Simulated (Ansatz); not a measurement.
The lowest singlet and triplet of O3 (SMILES O=[O+][O-]); geometries from B3LYP-D3(BJ)/def2-TZVP, each state relaxed from the structure named, with no frequency check.
Singlet (charge 0, multiplicity 1):
```xyz
3

O     -1.071    -0.241     0.000
O     -0.011     0.428     0.000
O      1.081    -0.187     0.000
```

A positive gap puts the triplet lower; no zero-point energy. R- takes a restricted singlet. U- takes an unrestricted singlet (broken symmetry where lower, unprojected). The triplet is unrestricted in single-reference levels. Active spaces average the two states.

Frozen-core correlation.

Programs: Ansatz (a quantum-chemistry and plane-wave program). 

```json
[
 {"level": "U-SVWN5/def2-TZVPP", "gap E(singlet) − E(triplet), vertical, at the singlet's geometry (kcal/mol)": "-35.22"},
 {"level": "U-PBE/def2-TZVPP", "gap E(singlet) − E(triplet), vertical, at the singlet's geometry (kcal/mol)": "-33.51"},
 {"level": "R-BHLYP/def2-TZVPP", "gap E(singlet) − E(triplet), vertical, at the singlet's geometry (kcal/mol)": "?"},
 {"level": "U-wB97X-V/def2-TZVPP (spin-contaminated)", "gap E(singlet) − E(triplet), vertical, at the singlet's geometry (kcal/mol)": "?"},
 {"level": "SC-NEVPT2 on SA-CASSCF(12,9)/cc-pVDZ", "gap E(singlet) − E(triplet), vertical, at the singlet's geometry (kcal/mol)": "-43.33"},
 {"level": "SC-NEVPT2 on SA-CASSCF(12,9)/cc-pVTZ", "gap E(singlet) − E(triplet), vertical, at the singlet's geometry (kcal/mol)": "-44.07"},
 {"level": "FIC-NEVPT4(SD) on SA-CASSCF(12,9)/cc-pVDZ", "gap E(singlet) − E(triplet), vertical, at the singlet's geometry (kcal/mol)": "-43.01"},
 {"level": "FIC-NEVPT4(SD) on SA-CASSCF(12,9)/cc-pVTZ", "gap E(singlet) − E(triplet), vertical, at the singlet's geometry (kcal/mol)": "-44.00"},
 {"level": "FIC-MRCISD+Q on SA-CASSCF(12,9)/cc-pVQZ", "gap E(singlet) − E(triplet), vertical, at the singlet's geometry (kcal/mol)": "-44.24"}
]
```

Some entries are withheld; supply them.


- R-BHLYP/def2-TZVPP, gap E(singlet) − E(triplet), vertical, at the singlet's geometry (kcal/mol): -7.57
- U-wB97X-V/def2-TZVPP (spin-contaminated), gap E(singlet) − E(triplet), vertical, at the singlet's geometry (kcal/mol): -29.89

Doubts at one or more of the structures used: a restricted determinant that unrestricted orbitals would lower (R-BHLYP/def2-TZVPP).
